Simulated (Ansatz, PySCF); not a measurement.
Reaction 2 R1 → P1 + P2, each structure at its B3LYP-D3(BJ)/def2-TZVP stationary point, reached from a drawn start (curvature not checked).
P1: Br4Se (SMILES Br[Se](Br)(Br)Br), charge 0, multiplicity 1.
R1: Br3Se (SMILES Br[Se](Br)Br), charge 0, multiplicity 2.
P2, Br2Se (SMILES Br[Se]Br) (charge 0, multiplicity 1, Z-matrix in Å and degrees):
```
Se
Br 1 2.3360
Br 1 2.3361 2 102.95
```

P less R. No zero-point or thermal terms; singlets are restricted closed shells; open shells are unrestricted; no spin–orbit coupling.

Correlated levels freeze the cores. In cc and def2 sets filled d and f shells under p-block atoms count as core.

The values were computed with Ansatz (Gaussian basis) for Hartree–Fock, density functionals and correlated methods; PySCF for the D3/D4 terms. All values are computed, each at the level named.

```csv
level,reaction energy (kJ/mol)
SVWN5/def2-TZVPP,-32.7
BLYP-D3(BJ)/def2-TZVPP,-9.7
revPBE-D3(BJ)/def2-TZVPP,-18.5
r2SCAN-D3(BJ)/def2-TZVPP,-23.2
B3LYP/def2-TZVPP,-20.8
BHLYP/def2-TZVPP,-42.5
B2PLYP/def2-TZVPP,…
CCSD/cc-pVDZ,…
CCSD(T)/cc-pVTZ,…
```

What belongs in the gaps?


- B2PLYP/def2-TZVPP, reaction energy (kJ/mol): -45.2
- CCSD/cc-pVDZ, reaction energy (kJ/mol): -53.7
- CCSD(T)/cc-pVTZ, reaction energy (kJ/mol): -68.0

Ansatz is a first-principles code.
